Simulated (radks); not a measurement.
Spin polarisation of the 4d2 shell in neutral zirconium. Start: [Kr] 4d(up 1, down 1) 5s2; electrons of 4d are moved from spin down to spin up, other shells keep equal spins. All-electron calculation, scalar-relativistic Kohn-Sham, PBEsol, spin-polarised, spherical densities, point nucleus. Program: a radial shooting solver on a logarithmic mesh with Libxc functionals.

moment (Bohr magnetons)  E - E(0) (eV)  e(4d up) (eV)  e(4d down) (eV)  5s down minus up (eV)  4p down minus up (eV)
0                                0.000         -3.612           -3.612                  0.000                  0.000
0.5                             -0.037         -3.751           -3.458                  0.167                  0.269
1                               -0.146         -3.875           -3.289                  0.336                  0.538
1.5                             -0.330         -3.984           -3.104                  0.506                  0.806
2                               -0.586         -4.077           -2.903                  0.678                  1.074

At moment 2 the spin-polarisation energy is -0.586 eV and the 4d exchange splitting 1.174 eV, that is 0.587 eV per Bohr magneton; E = -I m^2/4 would give I = 0.586 eV.
